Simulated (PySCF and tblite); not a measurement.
Results of a calculation; reference values are marked as such.
# Barrier and rate of a ring inversion

System: C₄H₈BrFSi, numbered as in [F:1][C@@H:2]1[CH2:3][SiH2:4][C@@H:5]([Br:6])[CH2:7]1.

Motion: inversion of the 5-membered ring (2–3–4–5–7). The path came from a restrained scan, a climbing-image band and a saddle search at GFN2-xTB; energies are revPBE/pcSseg-1 + D3(BJ)//GFN2-xTB, thermal terms GFN2-xTB. Rate constants are transition-state-theory values, counting equivalent paths, without tunnelling. Programs: tblite and PySCF.

| point | symmetry | E(GFN2) kcal/mol | E(DFT) kcal/mol | ZPE change kcal/mol | lowest mode cm⁻¹ | dipole D |
| --- | --- | --- | --- | --- | --- | --- |
| start (between envelope and twist) | C1 | 0.0 | 0.0 | 0.00 | 69 | 1.75 |
| saddle (envelope) | C1 | 2.3 | 2.7 | -0.09 | 40i | 0.46 |
| end (twist) | C1 | 0.0 | 0.0 | -0.06 | 58 | 2.03 |

```json
{
 "Electronic barrier": "2.7 kcal/mol",
 "Barrier with zero-point energy": "2.6 kcal/mol",
 "ΔH‡ (298 K)": "2.1 kcal/mol",
 "ΔS‡ (298 K, symmetry apart)": "-3.4 cal/(mol K)",
 "Paths": "1 equivalent path",
 "End point": "a different minimum",
 "Mean lifetime of the start against this motion at 298 K": "32 ps",
 "Cost": "5.8 min on 1 thread of Intel Xeon @ 2.50GHz, on a host shared with other jobs (rough), peak memory 0.74 GiB, launched as `OMP_NUM_THREADS=1 python ens_run.py task.json out`"
}
```

| T/K | ΔG‡ kcal/mol | k s⁻¹ | ΔG kcal/mol | k back s⁻¹ |
| --- | --- | --- | --- | --- |
| 150 | 2.8 | 2.7×10⁸ | -0.1 | 1.8×10⁸ |
| 200 | 2.9 | 2.9×10⁹ | -0.1 | 2×10⁹ |
| 250 | 3.0 | 1.2×10¹⁰ | -0.2 | 8.7×10⁹ |
| 298 | 3.1 | 3.1×10¹⁰ | -0.2 | 2.3×10¹⁰ |
| 350 | 3.3 | 6.5×10¹⁰ | -0.2 | 4.8×10¹⁰ |
| 400 | 3.4 | 1.1×10¹¹ | -0.2 | 8.3×10¹⁰ |
| 500 | 3.8 | 2.4×10¹¹ | -0.3 | 1.8×10¹¹ |

ΔG and ΔG‡ leave out symmetry numbers and mirror images; rates count paths: 1 out, 1 back.

Spin–orbit effects of heavy atoms on shieldings are missing.
